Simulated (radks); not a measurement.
Values are calculated unless marked as measured or tabulated.
Isoelectronic series with 13 electrons, each ion in its NIST ground configuration. Code: a radial shooting solver on a logarithmic mesh with Libxc functionals. Model: scalar-relativistic Kohn-Sham, PBE, spin-polarised, spherical densities, point nucleus; open shells are filled with parallel spins first (spin-orbit coupling, left out, can overturn this in heavy ions). Total energies (hartree) and orbital eigenvalues (eV) (* marks an orbital that is empty in some or all of the ions):

[
 {"ion": "Al", "configuration": "[Ne] 3s2 3p1", "E (hartree)": "-242.69177", "3p down*": "-2.2234", "3p up": "-3.0102", "3s down": "-7.2816", "3s up": "-8.0459"},
 {"ion": "S3+", "configuration": "[Ne] 3s2 3p1", "E (hartree)": "-396.55850", "3p down*": "-39.3487", "3p up": "-40.9924", "3s down": "-51.2979", "3s up": "-52.9851"},
 {"ion": "K6+", "configuration": "[Ne] 3s2 3p1", "E (hartree)": "-590.18003", "3p down*": "-106.2332", "3p up": "-108.6168", "3s down": "-125.0368", "3s up": "-127.4915"},
 {"ion": "Ti9+", "configuration": "[Ne] 3s2 3p1", "E (hartree)": "-823.71416", "3p down*": "-201.2821", "3p up": "-204.3755", "3s down": "-227.1153", "3s up": "-230.2934"},
 {"ion": "Mn12+", "configuration": "[Ne] 3s2 3p1", "E (hartree)": "-1097.44565", "3p down*": "-324.1623", "3p up": "-327.9540", "3s down": "-357.3494", "3s up": "-361.2321"},
 {"ion": "Ni15+", "configuration": "[Ne] 3s2 3p1", "E (hartree)": "-1411.73503", "3p down*": "-474.8188", "3p up": "-479.3040", "3s down": "-515.8334", "3s up": "-520.4121"},
 {"ion": "Ga18+", "configuration": "[Ne] 3s2 3p1", "E (hartree)": "-1767.00920", "3p down*": "-653.3060", "3p up": "-658.4831", "3s down": "-702.7874", "3s up": "-708.0584"},
 {"ion": "Se21+", "configuration": "[Ne] 3s2 3p1", "E (hartree)": "-2163.76028", "3p down*": "-859.7371", "3p up": "-865.6062", "3s down": "-918.5139", "3s up": "-924.4765"},
 {"ion": "Rb24+", "configuration": "[Ne] 3s2 3p1", "E (hartree)": "-2602.54750", "3p down*": "-1094.266", "3p up": "-1100.828", "3s down": "-1163.384", "3s up": "-1170.039"},
 {"ion": "Zr27+", "configuration": "[Ne] 3s2 3p1", "E (hartree)": "-3084.00045", "3p down*": "-1357.078", "3p up": "-1364.337", "3s down": "-1437.832", "3s up": "-1445.183"},
 {"ion": "Tc30+", "configuration": "[Ne] 3s2 3p1", "E (hartree)": "-3608.82348", "3p down*": "-1648.389", "3p up": "-1656.347", "3s down": "-1742.358", "3s up": "-1750.408"},
 {"ion": "Pd33+", "configuration": "[Ne] 3s2 3p1", "E (hartree)": "-4177.80101", "3p down*": "-1968.441", "3p up": "-1977.101", "3s down": "-2077.527", "3s up": "-2086.281"},
 {"ion": "In36+", "configuration": "[Ne] 3s2 3p1", "E (hartree)": "-4791.80395", "3p down*": "-2317.501", "3p up": "-2326.868", "3s down": "-2443.979", "3s up": "-2453.443"},
 {"ion": "Te39+", "configuration": "[Ne] 3s2 3p1", "E (hartree)": "-5451.79715", "3p down*": "-2695.863", "3p up": "-2705.941", "3s down": "-2842.428", "3s up": "-2852.608"},
 {"ion": "Cs42+", "configuration": "[Ne] 3s2 3p1", "E (hartree)": "-6158.8483", "3p down*": "-3103.847", "3p up": "-3114.641", "3s down": "-3273.673", "3s up": "-3284.576"},
 {"ion": "Ce45+", "configuration": "[Ne] 3s2 3p1", "E (hartree)": "-6914.1380", "3p down*": "-3541.799", "3p up": "-3553.315", "3s down": "-3738.607", "3s up": "-3750.241"},
 {"ion": "Pm48+", "configuration": "[Ne] 3s2 3p1", "E (hartree)": "-7718.9726", "3p down*": "-4010.091", "3p up": "-4022.336", "3s down": "-4238.226", "3s up": "-4250.598"},
 {"ion": "Gd51+", "configuration": "[Ne] 3s2 3p1", "E (hartree)": "-8574.7980", "3p down*": "-4509.125", "3p up": "-4522.105", "3s down": "-4773.638", "3s up": "-4786.758"},
 {"ion": "Ho54+", "configuration": "[Ne] 3s2 3p1", "E (hartree)": "-9483.2170", "3p down*": "-5039.328", "3p up": "-5053.051", "3s down": "-5346.083", "3s up": "-5359.961"},
 {"ion": "Yb57+", "configuration": "[Ne] 3s2 3p1", "E (hartree)": "-10446.0101", "3p down*": "-5601.159", "3p up": "-5615.633", "3s down": "-5956.949", "3s up": "-5971.593"}
]
